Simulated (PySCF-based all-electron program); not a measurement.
Results of a calculation; reference values are marked as such.
## LuI, singlet: squeezing and stretching

Method: all-electron DFT (in-house code on PySCF), basis-limit composite values; Koelling–Harmon scalar relativity, no spin–orbit coupling, spin-restricted. Forces are good to about 0.002 eV/Å. In part, a faulty basis table may shift these forces by a few meV per angstrom. A positive force pushes the atoms apart.

```tsv
r (Å)	PBE (eV/Å)
2.184	?
2.3205	?
2.457	?
2.730	0.368
3.003	-1.170
```

Task: Fill in the missing PBE forces.

Result: 2.184 Å: 14.336 eV/Å; 2.3205 Å: 8.303 eV/Å; 2.457 Å: 4.416 eV/Å.

Task: Fit a Morse curve to the forces within 0.84 to 1.25 of the listed length with the smallest force. Where does the force vanish, what is the force constant, and what harmonic wavenumber follows with standard atomic masses?

Result: PBE: 2.774 Å, 7.8 eV/Å², about 170 cm⁻¹. The points are far apart, so these are estimates.
